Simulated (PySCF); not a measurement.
# Working out the excitation energy of Kr⁺

Kr⁺ [Ar] 3d10 4s2 4p5 (2P) → Kr⁺ [Ar] 3d10 4s2 4p4 4d1 (high-spin determinant). Computed with PySCF 2.14 in aug-cc-pVTZ-PP with ECP10MDF (6s5p4d2f, 55 functions), with a scalar-relativistic core potential. Frozen: 3s2 3p6 3d10. Energies in hartree (1 hartree = 27.21139 eV):

```json
{"part": "UHF", "Kr⁺ (lower)": "-461.718388", "Kr⁺ (upper)": "-461.189272"}
{"part": "CCSD correlation", "Kr⁺ (lower)": "-0.160859", "Kr⁺ (upper)": "-0.141170"}
{"part": "(T)", "Kr⁺ (lower)": "-0.004297", "Kr⁺ (upper)": "-0.005319"}
```

Task: What does Hartree-Fock give?

Result: (-461.189272) − (-461.718388) = 0.529116 hartree = 14.398 eV.

Task: What do CCSD and CCSD(T) give?

Result: The CCSD correlation energies differ by 0.019689 hartree = 0.536 eV and the triples by -0.001022 hartree = -0.028 eV, so CCSD gives 14.934 eV and CCSD(T) 14.906 eV.

One determinant mixes LS terms, so it does not stand for a single term.
